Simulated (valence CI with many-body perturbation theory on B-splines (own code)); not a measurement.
## E1 line list for Fe3+

Calculated by relativistic CI+MBPT: five valence electrons over a frozen Dirac-Fock core [Ar], a basis of 7 s, 7 p, 8 d, 6 f, 4 g, 1 h functions for each j, with the one-electron correlation potential Σ1 (screened to all orders), the two-electron term Σ2, the three-electron term Σ3, Breit, model QED; selected single and double excitations, second order for the rest (own B-spline code, finite nucleus).

Against 54 measured levels this calculation errs by 4258 cm⁻¹ on average and by 7832 at most. These come from a selection out of Corliss and Sugar, J. Phys. Chem. Ref. Data 11, 135 (1982). Levels without a partner in it may be off by more, other configurations by 1,000 to 8,000 cm⁻¹. Among the levels kept, up to 2000 cm⁻¹ of a level comes from second order outside the variational space, and about a tenth of that is noise between levels of different J, which matters for small intervals.

Lines 51 to 100 of 587 in falling wavelength, among levels below 227970 cm⁻¹, chosen from the strongest by gf and those to the six lowest levels. Wavelengths and rates use the calculated energies, so an error of 4000 cm⁻¹ moves a line at 1793 Å by 7.2 % and its rate by three times that or more. Electric multipoles are in the length gauge, E1 and E2 with the static RPA response of the core. Weak lines are less certain than strong ones. Lines between different terms over intervals too small for the method are left out, as are lines whose strength nearly cancels. Where a level lies close to another of its J and parity, the split of strength between their lines is uncertain. The highest levels of a list are the least certain.

Names give the largest LS component (configuration and term), which can be under half, so a name can repeat, a term be missing and a line seem to break the LS rules; names also repeat where a configuration has a term twice. Letters in brackets count levels of one name in rising energy.

```
λ vac (Å)                Upper              Lower   A (s⁻¹)  S (a.u.) with core polarisation  S without
     1793   3d4.4p 4F°_3/2 [b]  3d4.4s 2F_5/2 [a]  1.40e+08                         1.59e+00   1.74e+00
     1790   3d4.4p 4D°_7/2 [c]      3d4.4s 4G_9/2  3.88e+07                         8.79e-01   9.61e-01
     1787   3d4.4p 2D°_5/2 [a]  3d4.4s 2F_7/2 [a]  2.46e+08                         4.16e+00   4.54e+00
     1785   3d4.4p 2G°_9/2 [a]     3d4.4s 4G_11/2  8.18e+07                         2.30e+00   2.51e+00
     1783   3d4.4p 2G°_9/2 [a]      3d4.4s 4G_9/2  3.21e+07                         8.99e-01   9.87e-01
     1783   3d4.4p 2P°_3/2 [c]  3d4.4s 2D_5/2 [b]  1.03e+08                         1.15e+00   1.26e+00
     1777   3d4.4p 2G°_9/2 [a]      3d4.4s 4G_7/2  3.30e+07                         9.15e-01   1.00e+00
     1776   3d4.4p 2P°_3/2 [a]  3d4.4s 2F_5/2 [a]  7.50e+07                         8.28e-01   9.03e-01
     1774   3d4.4p 2D°_5/2 [c]  3d4.4s 2D_5/2 [b]  1.05e+08                         1.74e+00   1.90e+00
     1772   3d4.4p 2P°_3/2 [a]  3d4.4s 2P_3/2 [a]  1.76e+08                         1.93e+00   2.10e+00
     1771   3d4.4p 4F°_7/2 [a]  3d4.4s 4D_7/2 [a]  5.92e+07                         1.30e+00   1.41e+00
     1765   3d4.4p 2F°_5/2 [a]  3d4.4s 2F_5/2 [a]  5.65e+07                         9.20e-01   1.00e+00
     1765   3d4.4p 4P°_1/2 [c]  3d4.4s 2P_1/2 [a]  3.18e+08                         1.73e+00   1.88e+00
     1764   3d4.4p 2P°_1/2 [a]  3d4.4s 2P_3/2 [a]  3.09e+08                         1.67e+00   1.82e+00
     1762   3d4.4p 4F°_5/2 [a]  3d4.4s 4D_5/2 [a]  1.20e+08                         1.95e+00   2.12e+00
     1761   3d4.4p 4F°_9/2 [a]  3d4.4s 4D_7/2 [a]  5.31e+08                         1.43e+01   1.55e+01
     1761   3d4.4p 2P°_1/2 [b]      3d4.4s 2S_1/2  2.29e+08                         1.23e+00   1.35e+00
     1760   3d4.4p 2F°_7/2 [a]  3d4.4s 2F_7/2 [a]  1.13e+08                         2.43e+00   2.64e+00
     1759   3d4.4p 4D°_3/2 [b]  3d4.4s 4F_5/2 [a]  1.02e+08                         1.09e+00   1.20e+00
     1755   3d4.4p 2P°_1/2 [b]  3d4.4s 2D_3/2 [a]  2.94e+08                         1.57e+00   1.71e+00
     1755   3d4.4p 4F°_7/2 [a]  3d4.4s 4D_5/2 [a]  4.96e+08                         1.06e+01   1.15e+01
     1755   3d4.4p 4F°_3/2 [a]  3d4.4s 4D_3/2 [a]  1.50e+08                         1.60e+00   1.74e+00
     1755  3d4.4p 2H°_11/2 [b]  3d4.4s 2G_9/2 [a]  3.26e+08                         1.04e+01   1.13e+01
     1751   3d4.4p 2P°_3/2 [b]      3d4.4s 2S_1/2  1.61e+08                         1.71e+00   1.87e+00
     1750   3d4.4p 4H°_9/2 [a]     3d4.4s 4H_11/2  4.00e+07                         1.06e+00   1.16e+00
     1750   3d4.4p 4F°_5/2 [a]  3d4.4s 4D_3/2 [a]  4.47e+08                         7.10e+00   7.71e+00
     1747   3d4.4p 4H°_7/2 [a]      3d4.4s 4H_7/2  4.60e+08                         9.69e+00   1.06e+01
     1747  3d4.4p 4H°_11/2 [a]     3d4.4s 4H_13/2  2.56e+07                         8.08e-01   8.84e-01
     1747   3d4.4p 4F°_3/2 [a]  3d4.4s 4D_1/2 [a]  4.19e+08                         4.41e+00   4.79e+00
     1746   3d4.4p 2G°_9/2 [b]  3d4.4s 2G_9/2 [a]  3.57e+07                         9.37e-01   1.02e+00
     1745   3d4.4p 4H°_9/2 [a]      3d4.4s 4H_9/2  4.69e+08                         1.23e+01   1.35e+01
     1743   3d4.4p 4D°_1/2 [c]  3d4.4s 2P_3/2 [a]  1.53e+08                         8.02e-01   8.73e-01
     1741   3d4.4p 4F°_3/2 [b]  3d4.4s 2P_1/2 [a]  1.12e+08                         1.17e+00   1.27e+00
     1741   3d4.4p 2P°_3/2 [b]  3d4.4s 2D_5/2 [a]  3.51e+08                         3.66e+00   3.99e+00
     1741  3d4.4p 4H°_11/2 [a]     3d4.4s 4H_11/2  4.93e+08                         1.54e+01   1.69e+01
     1741   3d4.4p 2H°_9/2 [b]  3d4.4s 2G_7/2 [a]  3.06e+08                         7.97e+00   8.67e+00
     1739   3d4.4p 4D°_5/2 [b]  3d4.4s 4P_5/2 [a]  7.72e+07                         1.20e+00   1.31e+00
     1736  3d4.4p 2I°_13/2 [a]     3d4.4s 2H_11/2  3.76e+08                         1.36e+01   1.48e+01
     1736   3d4.4p 4D°_5/2 [b]  3d4.4s 4F_7/2 [a]  1.49e+08                         2.30e+00   2.52e+00
     1735  3d4.4p 4G°_11/2 [b]      3d4.4s 2H_9/2  5.60e+07                         1.73e+00   1.88e+00
     1735   3d4.4p 2F°_5/2 [b]  3d4.4s 2G_7/2 [a]  1.34e+08                         2.08e+00   2.26e+00
     1734   3d4.4p 2F°_7/2 [b]  3d4.4s 2F_7/2 [a]  1.08e+08                         2.23e+00   2.43e+00
     1734  3d4.4p 4H°_13/2 [a]     3d4.4s 4H_13/2  5.28e+08                         1.90e+01   2.08e+01
     1734   3d4.4p 2G°_9/2 [b]  3d4.4s 2G_7/2 [a]  5.64e+07                         1.45e+00   1.58e+00
     1734   3d4.4p 4G°_7/2 [a]  3d4.4s 4F_7/2 [a]  9.54e+07                         1.96e+00   2.15e+00
     1732   3d4.4p 4D°_5/2 [b]  3d4.4s 4F_3/2 [a]  8.74e+07                         1.35e+00   1.47e+00
     1732   3d4.4p 4G°_9/2 [a]  3d4.4s 4F_9/2 [a]  7.90e+07                         2.03e+00   2.22e+00
     1732   3d4.4p 4G°_5/2 [a]  3d4.4s 4F_5/2 [a]  1.26e+08                         1.94e+00   2.12e+00
     1732   3d4.4p 4G°_7/2 [a]  3d4.4s 4F_5/2 [a]  1.15e+08                         2.35e+00   2.57e+00
     1731   3d4.4p 4F°_9/2 [b]     3d4.4s 2H_11/2  4.16e+07                         1.07e+00   1.17e+00
```
